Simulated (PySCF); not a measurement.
A mixed set of molecules.

All values: CAM-B3LYP/def2-SVPD (PySCF) at GFN2-xTB geometries, gas phase, one conformer each. Core orbitals are frozen in the response; Δα² is half the sum of the squared differences of the principal polarisabilities.

(1) Rank by polarisability anisotropy Δα, highest first.
A. `S=c1sccs1` (1,3-dithiole-2-thione)
B. `[SiH3:1][S:2][CH2:3][O:4][c:5]1[n:6][cH:7][s:8][n:9]1` with Si1–S2–C3–O4 30°, S2–C3–O4–C5 174°, C3–O4–C5–N6 -1°
C. `[CH3:1][C:2](=[S:3])[SiH2:4][SiH3:5]` with C1–C2–Si4–Si5 -94°
D. `[CH3:1][O:2][c:3]1[n:4][n:5][c:6]([CH3:7])[o:8]1` with C1–O2–C3–N4 0°
E. `[O-][N+]1=CC=C(F)C=C1`
F. `[CH2:1]=[C:2]([C:3]#[N:4])[C@@:5]1([F:6])[CH2:7][O:8]1` with C1–C2–C5–F6 3°

(2) Rank by dipole moment, highest first.
A. `[O-][n+]1ccc(F)cc1`
B. `[CH3:1][O:2][c:3]1[n:4][n:5][c:6]([CH3:7])[o:8]1` with C1–O2–C3–N4 0°
C. `[F:1][C@H:2]1[CH:3]=[CH:4][CH:5]=[C:6]([Cl:7])[CH2:8]1` with F1–C2–C3–C4 95°, C3–C4–C5–C6 9°, C5–C6–C8–C2 -24°, F1–C2–C8–C6 -87°
D. `[SiH3:1][S:2][CH2:3][O:4][c:5]1[n:6][cH:7][s:8][n:9]1` with Si1–S2–C3–O4 30°, S2–C3–O4–C5 174°, C3–O4–C5–N6 -1°
E. 1,3-dithiole-2-thione, `s1ccsc1=S`

Answers

(1) A (9.48 Å³), B (8.52 Å³), E (7.64 Å³), D (5.88 Å³), F (4.63 Å³), C (4.14 Å³).

(2) E (4.55 D), D (3.18 D), A (2.88 D), C (2.25 D), B (2.02 D).

All values together:

```
              SMILES      formula  μ (D)  HOMO (eV)  LUMO (eV)  α (Å³)  Δα (Å³)  electrons  α per electron (Å³)
    [SiH3]SCOc1ncsn1  C3H6N2OS2Si   3.18      -8.25      -0.50   17.23     8.52         92                0.187
        COc1nnc(C)o1     C4H6N2O2   2.02      -8.53       1.17    9.88     5.88         60                0.165
 F[C@H]1C=CC=C(Cl)C1      C6H6ClF   2.25      -8.01      -0.45   12.36     6.26         68                0.182
C=C(C#N)[C@@]1(F)CO1      C5H4FNO   2.95      -9.86      -0.91    9.62     4.63         58                0.166
           S=c1sccs1       C3H2S3   4.55      -7.59      -1.04   14.12     9.48         68                0.208
  CC(=S)[SiH2][SiH3]     C2H8SSi2   2.34      -7.63      -1.34   15.32     4.14         64                0.239
  [O-][n+]1ccc(F)cc1      C5H4FNO   2.88      -7.72      -0.37   10.60     7.64         58                0.183
```

Conformers: `[SiH3:1][S:2][CH2:3][O:4][c:5]1[n:6][cH:7][s:8][n:9]1` with Si1–S2–C3–O4 30°, S2–C3–O4–C5 174°, C3–O4–C5–N6 -1°; `[CH3:1][O:2][c:3]1[n:4][n:5][c:6]([CH3:7])[o:8]1` with C1–O2–C3–N4 0°; `[F:1][C@H:2]1[CH:3]=[CH:4][CH:5]=[C:6]([Cl:7])[CH2:8]1` with F1–C2–C3–C4 95°, C3–C4–C5–C6 9°, C5–C6–C8–C2 -24°, F1–C2–C8–C6 -87°; `[CH2:1]=[C:2]([C:3]#[N:4])[C@@:5]1([F:6])[CH2:7][O:8]1` with C1–C2–C5–F6 3°; `[CH3:1][C:2](=[S:3])[SiH2:4][SiH3:5]` with C1–C2–Si4–Si5 -94°.

Problem. How closely does the mean polarisability follow the number of electrons in this set?

Solution. The correlation coefficient is 0.83; α per electron runs from 0.165 to 0.239 Å³.
